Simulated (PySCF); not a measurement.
**Electron correlation in Sn+ (tin, charge +1)**

Starting occupation: [Kr] 4d10 5s2 5p1, 5p3/2 with m_j = +3/2. All numbers are calculated (PySCF 2.14, X2C-1e with screened-nucleus spin-orbit coupling, Gaussian nucleus, in x2c-TZVPall-2c with one added diffuse shell each of s, p, d, f type (9s10p6d3f, 90 functions)). Frozen: [Ar] 3d10; 21 electrons correlated; the 6 highest virtual spinors left out.

MP2 pair energies summed by pair of shells (mhartree):

| pair | energy | share (%) |
| --- | --- | --- |
| 4d3/2-4d5/2 | -82.41 | 20.5 |
| 4d5/2-4d5/2 | -59.80 | 14.9 |
| 4d5/2-5s1/2 | -39.34 | 9.8 |
| 4d3/2-5s1/2 | -25.85 | 6.4 |
| 4d3/2-4d3/2 | -25.34 | 6.3 |
| 4d5/2-4p3/2 | -25.25 | 6.3 |
| 5s1/2-5s1/2 | -18.53 | 4.6 |
| 4d3/2-4p3/2 | -17.05 | 4.2 |
| 5p3/2-5s1/2 | -15.58 | 3.9 |
| 4d5/2-4p1/2 | -12.88 | 3.2 |
| 4d5/2-5p3/2 | -9.64 | 2.4 |
| 4p1/2-4p3/2 | -9.63 | 2.4 |
| 4p3/2-4p3/2 | -9.38 | 2.3 |
| 4d5/2-4s1/2 | -8.26 | 2.1 |
| 4d3/2-4p1/2 | -8.19 | 2.0 |
| 4p3/2-4s1/2 | -6.54 | 1.6 |
| 4d3/2-5p3/2 | -6.08 | 1.5 |
| 4d3/2-4s1/2 | -5.47 | 1.4 |
| 4p3/2-5s1/2 | -4.98 | 1.2 |
| 4p1/2-4s1/2 | -3.34 | 0.8 |
| 4p1/2-4p1/2 | -2.26 | 0.6 |
| 4p1/2-5s1/2 | -2.25 | 0.6 |
| 4s1/2-4s1/2 | -1.62 | 0.4 |
| 4p3/2-5p3/2 | -1.10 | 0.3 |
| 4s1/2-5s1/2 | -0.69 | 0.2 |
| 4p1/2-5p3/2 | -0.55 | 0.1 |
| 4s1/2-5p3/2 | -0.17 | 0.0 |

Total MP2 correlation energy: -402.18 mhartree.

This basis was not built for core-valence correlation, so the inner-shell part is incomplete.
